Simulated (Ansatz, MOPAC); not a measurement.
Species: bromo(fluoro)methane, CH₂BrF (charge 0, singlet). SMILES: FCBr
Geometry: optimised at B3LYP-D3(BJ)/def2-TZVP (Ansatz, a program for electronic structure).

Property: vertical ionisation energy to the doublet, in eV. Set-up: valence correlation only (noble-gas shells and the d and f shells of earlier blocks); no dispersion term unless named; LANL2DZ with its own core potentials from Na on; each state is the SCF solution reached for its charge and spin; six Cartesian d functions in 6-31G* and its kin unless marked 5d; PM7 with its own dispersion and hydrogen-bond terms; spin-orbit terms left out; open shells spin-unrestricted; non-relativistic. Ab initio and DFT rows: single points at B3LYP-D3(BJ) geometries (Ansatz). Semi-empirical rows: differences of heats of formation at the shared geometry for vertical values.

```csv
level,program,vertical ionisation energy to the doublet (eV)
AM1,MOPAC,10.70
PM3,MOPAC,11.09
PM6,MOPAC,10.62
PM7,MOPAC,10.27
MNDO,MOPAC,11.48
HF/6-31G*,Ansatz,10.07
HF/6-31G* with LANL2DZ past Ar,Ansatz,10.17
PBE/6-31G* with LANL2DZ past Ar,Ansatz,10.60
B3LYP/STO-3G,Ansatz,8.49
B3LYP/3-21G,Ansatz,10.67
B3LYP/6-31G*,Ansatz,10.88
B3LYP/6-31G* with LANL2DZ past Ar,Ansatz,10.89
MP2/6-31G*,Ansatz,10.73
MP2/6-31G* with LANL2DZ past Ar,Ansatz,10.44
PBE0/def2-TZVPD,Ansatz,10.91
```

No value to compare with is used here. The 14 habitual levels span 8.49 (B3LYP/STO-3G) to 11.48 eV (MNDO); PBE0/def2-TZVPD gives 10.91.

The levels are drawn from those run, B3LYP/6-31G* more often than the rest, none by its result; left out are runs that failed, that the program found above a lower state of the same kind, or whose <S^2> lies over 0.5 above the pure value.
